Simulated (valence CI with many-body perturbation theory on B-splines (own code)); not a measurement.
## Basis-set convergence for La⁷⁺

Calculated by configuration interaction combined with many-body perturbation theory (CI+MBPT): four valence electrons over a frozen Dirac-Fock core [Kr] 4d10, radial functions for each j: 7 s, 7 p, 7 d, 7 f, 4 g, 2 h, with the one-electron correlation potential Σ1, the two-electron term Σ2, the three-electron term Σ3, Breit, model QED; selected CI, second order for the rest, scaled by the run's own slope (own B-spline code, finite nucleus).

No measured levels were compared; by estimate levels hold to about 250 cm⁻¹ or 0.2 % of their energy and the worst to 1 %, as in measured heavy ions of charge 2 to 7; those with d or f electrons hold less well.

The reference run has the lowest level (5s^2 5p1/2^2) J=0 and an ionisation energy of 105.870 eV. Its largest variational space holds 20000 state functions.

Levels are named by their leading jj configuration (3d3/2^4 stands for four electrons in 3d with j = 3/2), which in mixed levels can hold well under half, so a name can repeat and another be missing.

Changed runs:
A. basis 5 s, 5 p, 5 d, 5 f, 2 g
B. basis 4 s, 4 p, 4 d, 4 f

Excitation energies of the reference run in cm⁻¹, and shifts in cm⁻¹:

```
                 Level  Reference       A       B
(5s^2 5p1/2 5p3/2) J=1      19279     -25    -118
(5s^2 5p1/2 5p3/2) J=2      25736     +10    +7.7
    (5s^2 5p3/2^2) J=2      50745     +11    +3.1
    (5s^2 5p3/2^2) J=0      70680     +94    +455
(4f5/2 5s^2 5p1/2) J=3     114438    +444   +1374
(4f7/2 5s^2 5p1/2) J=3     118423    +453   +1403
(4f5/2 5s^2 5p1/2) J=2     119376    +491   +1539
(4f7/2 5s^2 5p1/2) J=4     120197    +512   +1574
(5s 5p1/2^2 5p3/2) J=2     137590    -149    -646
(4f5/2 5s^2 5p3/2) J=3     138270    +419   +1323
(4f7/2 5s^2 5p3/2) J=4     140917    +441   +1419
(4f7/2 5s^2 5p3/2) J=5     144177    +464   +1457
Ionisation energy (eV)    105.870  -0.019  -0.070
```
